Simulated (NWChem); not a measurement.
System: TiH₄O₃; SMILES [TiH]([OH])([OH])[OH]

Parts of the log:

```
             Northwest Computational Chemistry Package (NWChem) 7.3.0
             --------------------------------------------------------

                             Geometry "geometry" -> ""
                             -------------------------

 Output coordinates in angstroms (scale by  1.889725989 to convert to a.u.)

  No.       Tag          Charge          X              Y              Z
 ---- ---------------- ---------- -------------- -------------- --------------
    1 Ti                  22.0000     0.00000000     0.00000000    -0.14466500
    2 O                    8.0000     0.46073700    -1.64980300     0.30029200
    3 H                    1.0000     0.00850200    -2.43997100     0.60827500
    4 O                    8.0000    -1.65914000     0.42589100     0.30029200
    5 H                    1.0000    -2.11732800     1.21262300     0.60827500
    6 O                    8.0000     1.19840200     1.22391100     0.30029200
    7 H                    1.0000     2.10882600     1.22734800     0.60827500
    8 H                    1.0000     0.00000000     0.00000000    -1.83547500

 Effective nuclear repulsion energy (a.u.)     238.4728666237

  pbe96 is a nonlocal functional; adding pw91lda local functional.

                                 NWChem DFT Module
                                 -----------------

 Summary of "ao basis" -> "ao basis" (spherical)
 ------------------------------------------------------------------------------
       Tag                 Description            Shells   Functions and Types
 ---------------- ------------------------------  ------  ---------------------
 Ti                        def2-svpd                12       34   5s4p2d1f
 O                         def2-svpd                 9       23   4s3p2d
 H                         def2-svpd                 4        8   2s2p

            General Information
            -------------------
          SCF calculation type: DFT
          Wavefunction type:  closed shell.
          No. of atoms     :     8
          No. of electrons :    50
           Alpha electrons :    25
            Beta electrons :    25
          Charge           :     0
          Spin multiplicity:     1
          Use of symmetry is: off; symmetry adaption is: off
          Maximum number of iterations: 150
          AO basis - number of functions:   135
                     number of shells:    55
          Convergence on energy requested:  1.00D-06
          Convergence on density requested:  1.00D-05
          Convergence on gradient requested:  5.00D-04

              XC Information
              --------------
          PerdewBurkeErnzerhof Exchange Functional  1.000
            Perdew 1991 LDA Correlation Functional  1.000 local
           PerdewBurkeErnz. Correlation Functional  1.000 non-local

             Grid Information
             ----------------
          Grid used for XC integration:  medium
          Radial quadrature: Mura-Knowles
          Angular quadrature: Lebedev.
          Tag              B.-S. Rad. Rad. Pts. Rad. Cut. Ang. Pts.
          ---              ---------- --------- --------- ---------
          Ti                  1.40      112          10.0       590
          O                   0.60       49          11.0       434
          H                   0.35       45          12.0       434
          Grid pruning is: on
          Number of quadrature shells:   439
          Spatial weights used:  Erf1

      Superposition of Atomic Density Guess
      -------------------------------------

 Sum of atomic energies:       -1074.33871288

      Non-variational initial energy
      ------------------------------

 Total energy =   -1074.698435
 1-e energy   =   -1946.853518
 2-e energy   =     633.682216
 HOMO         =      -0.376599
 LUMO         =      -0.017753

[...]

                                NWChem TDDFT Module
                                -------------------

            General Information
            -------------------
           No. of orbitals :     270
            Alpha orbitals :     135
             Beta orbitals :     135
        Alpha frozen cores :       0
         Beta frozen cores :       0
     Alpha frozen virtuals :       0
      Beta frozen virtuals :       0
         Spin multiplicity :       1
    Number of AO functions :     135
        Use of symmetry is : off
      Symmetry adaption is : off
         Schwarz screening :  0.10D-07

              XC Information
              --------------
   PerdewBurkeErnzerhof Exchange Functional   1.00
     Perdew 1991 LDA Correlation Functional   1.00 local
    PerdewBurkeErnz. Correlation Functional   1.00 non-local

             TDDFT Information
             -----------------
          Calculation type : Tamm-Dancoff TDDFT
         Wavefunction type : Restricted singlets
          No. of electrons :      50
           Alpha electrons :      25
            Beta electrons :      25
              No. of roots :       6
          Max subspacesize :    5200
            Max iterations :     100
               Target root :       1
           Target symmetry : none
      Symmetry restriction : off
                 Algorithm : Optimal
        Davidson threshold :  0.10D-03

    6 smallest eigenvalue differences (eV)
--------------------------------------------------------
  No. Spin  Occ  Vir  Irrep   E(Occ)    E(Vir)   E(Diff)
--------------------------------------------------------
    1    1   25   26 a        -0.243    -0.088     4.217
    2    1   25   27 a        -0.243    -0.088     4.217
    3    1   25   28 a        -0.243    -0.049     5.291
    4    1   25   29 a        -0.243    -0.049     5.291
    5    1   25   30 a        -0.243    -0.045     5.396
    6    1   24   26 a        -0.291    -0.088     5.532
--------------------------------------------------------

  Entering Davidson iterations
  Restricted singlet excited states

  Iter   NTrls   NConv    DeltaV     DeltaE      Time
  ----  ------  ------  ---------  ---------  ---------
    1      6       0     0.21E+00   0.10+100        8.4
    2     12       0     0.13E+00   0.70E-01        8.1
    3     18       0     0.77E-01   0.15E-01        8.3
    4     24       0     0.15E-01   0.41E-02        8.2
    5     30       4     0.25E-02   0.29E-03        9.3
    6     32       5     0.27E-03   0.47E-05        5.7
    7     33       6     0.89E-04   0.67E-07        5.3
  ----  ------  ------  ---------  ---------  ---------
  Convergence criterion met

  Ground state a       -1076.995075524359 a.u.

  ----------------------------------------------------------------------------
  Root   1 singlet a              0.159285727 a.u.                4.3344 eV
  ----------------------------------------------------------------------------
     Transition Moments    X -0.08324   Y  0.09695   Z  0.00000
     Dipole Oscillator Strength                    0.0017339673
     Electric Quadrupole                           0.0000000139
     Magnetic Dipole                               0.0000020836
     Total Oscillator Strength                     0.0017360648

     Occ.   25  a   ---  Virt.   26  a        0.99762
  ----------------------------------------------------------------------------
  Root   2 singlet a              0.159285953 a.u.                4.3344 eV
  ----------------------------------------------------------------------------
     Transition Moments    X  0.09693   Y  0.08323   Z  0.00001
     Dipole Oscillator Strength                    0.0017334225
     Electric Quadrupole                           0.0000000139
     Magnetic Dipole                               0.0000020835
     Total Oscillator Strength                     0.0017355198

     Occ.   25  a   ---  Virt.   27  a       -0.99762
  ----------------------------------------------------------------------------
  Root   3 singlet a              0.198933358 a.u.                5.4133 eV
  ----------------------------------------------------------------------------
     Transition Moments    X -0.10692   Y  0.21809   Z -0.00000
     Dipole Oscillator Strength                    0.0078239338
     Electric Quadrupole                           0.0000000188
     Magnetic Dipole                               0.0000009386
     Total Oscillator Strength                     0.0078248913

     Occ.   19  a   ---  Virt.   26  a       -0.05248
     Occ.   20  a   ---  Virt.   27  a        0.05248
     Occ.   22  a   ---  Virt.   27  a       -0.07435
     Occ.   23  a   ---  Virt.   26  a        0.07437
     Occ.   24  a   ---  Virt.   26  a        0.06603
     Occ.   24  a   ---  Virt.   27  a       -0.07536
     Occ.   25  a   ---  Virt.   28  a        0.63331
     Occ.   25  a   ---  Virt.   29  a        0.75046
  ----------------------------------------------------------------------------
  Root   4 singlet a              0.198933644 a.u.                5.4133 eV
  ----------------------------------------------------------------------------
     Transition Moments    X  0.21817   Y  0.10697   Z  0.00000
     Dipole Oscillator Strength                    0.0078300153
     Electric Quadrupole                           0.0000000188
     Magnetic Dipole                               0.0000009390
     Total Oscillator Strength                     0.0078309730

[...]
```

Level: PBE/def2-SVPD, TDA. Geometry: optimised at PBE0/def2-SVP.

### Question
Which NWChem input produces such a log?

### Answer
This is not unique; one that fits is the input that was run:
```
start job
memory heap 200 mb stack 900 mb global 1100 mb
geometry units angstroms noautosym nocenter noautoz
  Ti     0.000000     0.000000    -0.144665
  O      0.460737    -1.649803     0.300292
  H      0.008502    -2.439971     0.608275
  O     -1.659140     0.425891     0.300292
  H     -2.117328     1.212623     0.608275
  O      1.198402     1.223911     0.300292
  H      2.108826     1.227348     0.608275
  H      0.000000     0.000000    -1.835475
end
basis spherical
  * library def2-svpd
end
dft
  xc xpbe96 cpbe96
  iterations 150
end
tddft
  cis
  nroots 6
  notriplet
end
task tddft energy
```
